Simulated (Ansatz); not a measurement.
Reaction (formal exchange of groups at the Se–Ge bond): `[F][Ge]([F])([Cl])[SeH]` + `B1O[SiH2]1` → `[SeH][SiH]1BO1` + `[F][GeH]([F])[Cl]`

Gas-phase electronic energies from Ansatz, PBE0-D4/def2-TZVP geometries. CCSD(T)/CBS adds triple-zeta CCSD(T) − MP2 to the extrapolated MP2 energy (def2 sets, frozen cores). For Ge, Se outer-core shells are correlated without core-valence functions, which leaves a few kJ/mol of doubt a bond. Scalar relativity is left out up to krypton. One conformer a species, not always the lowest.

| species | CCSD(T)/CBS(def2) energy (Eh) |
| --- | --- |
| `[F][Ge]([F])([Cl])[SeH]` | -5136.92697 |
| `B1O[SiH2]1` | -390.85529 |
| `[SeH][SiH]1BO1` | -2791.59801 |
| `[F][GeH]([F])[Cl]` | -2736.19042 |

**Question.** Work out ΔE.

**Answer.** ΔE = (-2791.59801) + (-2736.19042) − (-5136.92697) − (-390.85529) = -0.00617 Eh = -3.9 kcal/mol.

Largest T1 diagnostic among the species: 0.017.

Leaving LDA and LC-ωPBE aside and taking each functional with its dispersion term where it has one, the values, not all of them listed here, spread over 2.0 kcal/mol, from PBE-QIDH to BLYP-D4. At CCSD(T), def2-SVP lies +1.2 kcal/mol from the extrapolated value and def2-TZVPP +0.6 kcal/mol.
